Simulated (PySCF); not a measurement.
Species: C₅H₅FNP.
Cartesian coordinates in Å at the GFN2-xTB level; atoms count from 1:
```
atom  x, y, z in Å
C1    -2.1452   -0.3393   -0.3662
C2    -0.6685   -0.1378   -0.1912
C3    -0.1941    0.4050    0.9904
N4     1.0640    0.6486    1.3099
C5     2.0208    0.3697    0.4602
F6     3.2589    0.6636    0.9022
C7     1.9163   -0.1757   -0.8026
P8     0.3923   -0.6035   -1.5021
H9    -2.3630   -0.7742   -1.3396
H10   -2.5333   -1.0017    0.4070
H11   -2.6718    0.6110   -0.2828
H12   -0.9033    0.6737    1.7667
H13    2.8224   -0.3389   -1.3696
```

The calculation used PySCF, TDDFT CAM-B3LYP/def2-SVPD, vertical, gas phase, core orbitals frozen in the response.

Ground-to-excited transition dipoles (e·a0, same axes as the geometry; the sign carries no meaning), for the states with f of 0.002 or more among the lowest 6:

```tsv
state	E (eV)	μx	μy	μz
S1	4.595	0.027	-0.309	0.131
S2	4.620	-0.456	0.154	0.455
S3	5.324	-0.015	0.178	-0.075
S4	5.425	-0.055	-0.209	-0.483
S6	6.200	-1.382	-0.295	-0.416
```

(1) Work out the oscillator strengths.

(2) The point group is Cs. Which irreducible representation does each state belong to?

(3) Which bond between heavy atoms lies closest to the direction of the S6 transition dipole?

(4) What angle do the transition dipoles of S2 and S6 make?

(5) What peak molar absorption coefficient would the strongest computed level give as a lone Gaussian band 0.5 eV wide at half height?

Results:

(1) f = (2/3) ΔE |μ|² with ΔE in hartree (27.2114 eV).

```json
{"state": "S1", "|μ|² (au)": "0.113", "|μ| (D)": "0.86", "f": "0.013"}
{"state": "S2", "|μ|² (au)": "0.438", "|μ| (D)": "1.68", "f": "0.050"}
{"state": "S3", "|μ|² (au)": "0.038", "|μ| (D)": "0.49", "f": "0.005"}
{"state": "S4", "|μ|² (au)": "0.280", "|μ| (D)": "1.35", "f": "0.037"}
{"state": "S6", "|μ|² (au)": "2.170", "|μ| (D)": "3.74", "f": "0.330"}
```

(2) Polarised normal to the mirror plane, so A″: S1 and S3. Polarised in the mirror plane, so A′: S2, S4 and S6.

(3) C3–N4 and C5–F6, at 3° from it; next C7–P8 at 8°.

(4) |cos θ| = |μa·μb| / (|μa| |μb|) = 0.40, so θ ≈ 66° (taken between 0 and 90°, since the signs are arbitrary).

(5) ε(max) = 2.175×10⁸ f / FWHM, with the width in cm⁻¹. S6: 2.175×10⁸ × 0.3297 / 4033 ≈ 18000 L mol⁻¹ cm⁻¹.
